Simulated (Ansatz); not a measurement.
```xyz
8

F     0.977    1.489    2.150
Al   -0.174    0.450    1.598
Br   -1.008    1.382   -0.500
Al    0.174   -0.450   -1.598
F    -0.976   -1.489   -2.151
Br    1.007   -1.382    0.500
H    -1.343   -0.080    2.488
H     1.343    0.081   -2.487
```

Charge 0, multiplicity 1.

Question: List the PBE0/def2-TZVPP orbital energies in eV (the Gaussian-basis code of Ansatz). (An estimate is asked.)

Answer: Ansatz gave: Occupied: -13151.40, -13151.40, -1706.30, -1706.30, -1536.82, -1536.82, -1536.82, -1536.82, -1536.79, -1536.79, -1529.30, -1529.30, -673.15, -673.15, -240.12, -240.12, -180.39, -180.39, -180.39, -180.38, -180.29, -180.29, -115.07, -115.07, -75.13, -75.13, -75.09, -75.09, -74.98, -74.98, -73.93, -73.93, -73.93, -73.93, -73.85, -73.85, -73.84, -73.84, -73.82, -73.82, -32.17, -32.17, -23.11, -22.64, -13.71, -13.59, -12.31, -12.13, -11.92, -11.86, -11.78, -11.71, -10.81, -10.15, -10.15, -9.86, -9.70, -9.16. Lowest empty: -0.58, -0.43, -0.19, 0.14, 0.23, 1.03, 1.96, 2.04.
